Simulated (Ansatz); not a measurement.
`[SiH3][SiH2][SiH3]` + `[SiH3][NH][AlH][Cl]` → `[SiH3][N]([SiH3])[AlH][Cl]` + `[SiH3][SiH3]`  (cleavage of the Si–Si bond)

Gas-phase electronic energies from Ansatz, PBE0-D4/def2-TZVP geometries. CCSD(T)/CBS is the MP2 limit (def2-TZVPP, def2-QZVPP) plus CCSD(T) − MP2 in def2-TZVPP, frozen cores. DFT in def2-TZVPP. One conformer a species, not always the lowest.

```csv
level,ΔE (kJ/mol),difference from CCSD(T)/CBS
BLYP-D4,-42.2,6.3
r2SCAN-D4,-40.6,7.9
r2SCANh-D4,-41.7,6.8
BHLYP-D4,-53.4,-4.9
ωB97X-V,-45.3,3.2
PBE,-24.7,23.8
revPBE,-20.8,27.7
BLYP,-33.0,15.5
RPA@PBE/def2-TZVPP,-51.3,-2.8
HF/def2-SVP,-51.9,-3.4
CCSD/def2-SVP,-47.2,1.3
HF/def2-TZVPP,-55.3,-6.8
MP2/def2-TZVPP,-55.9,-7.4
HF/def2-QZVPP,-56.9,-8.4
SCS-MP2/def2-QZVPP,-57.4,-8.9
CCSD/CBS(def2),-48.9,-0.4
CCSD(T)/CBS,-48.5,0
```

Largest T1 diagnostic among the species: 0.013.

From PBE to PBE0 (25 % exact exchange), in def2-TZVPP and without D4, ΔE moves by −6.3 kJ/mol. The D4 term adds −6.9 kJ/mol with B3LYP and −3.6 kJ/mol with PBE0; it sums over pairs of atoms, weighted by their polarisabilities, and B3LYP, whose exchange is more repulsive, gets the larger term. Leaving LDA and LC-ωPBE aside and taking each functional with its dispersion term where it has one, the values, not all of them listed here, spread over 24.5 kJ/mol, from BHLYP-D4 to PBE-D4. LDA lies −8.1 kJ/mol from PBE without D4.

B3LYP here is the variant with VWN-RPA as its local correlation; programs differ in this.
